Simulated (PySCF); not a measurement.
## Energy of Ir- (iridium, charge -1) between two integer charges

The 5d beta orbital of [Xe] 4f14 5d8 6s2 is emptied in steps (occupation f), with all orbitals relaxed, ending at [Xe] 4f14 5d7 6s2. Calculation: PySCF 2.14, in aug-cc-pVTZ-PP with ECP60MDF (6s6p5d3f2g, 88 functions); scalar relativity through the core potential. The exact energy is a straight line in f; departures are measured from the line between the end points of the same method.

```
  f  PBE0 (eV)  r2SCAN (eV)
  1      0.000        0.000
0.8     -0.340       -0.521
0.6     -0.527       -0.796
0.4     -0.542       -0.807
0.2     -0.369       -0.543
  0      0.000        0.000
```

```
method  E(f=0) − E(f=1) (eV)  −ε at f=1 (eV)  −ε at f=0.4 (eV)
  PBE0                 1.857          -0.184             2.242
r2SCAN                 1.880          -1.304             2.506
```

Orbital energy along the path (eV):

| f | PBE0 | r2SCAN |
| --- | --- | --- |
| 1 | 0.184 | 1.304 |
| 0.8 | -0.518 | 0.128 |
| 0.6 | -1.338 | -1.155 |
| 0.4 | -2.242 | -2.506 |
| 0.2 | -3.205 | -3.894 |
| 0 | -4.206 | -5.298 |

At f = 1 the orbital energy is positive for PBE0, r2SCAN: only the finite basis holds the electron.

Reference removal energy between the ground levels: 1.564 eV (measured; photodetachment measurements, as compiled on the Wikipedia data page of electron affinities). The calculation has no spin-orbit coupling. The determinant left behind need not be the lowest term of the ion.
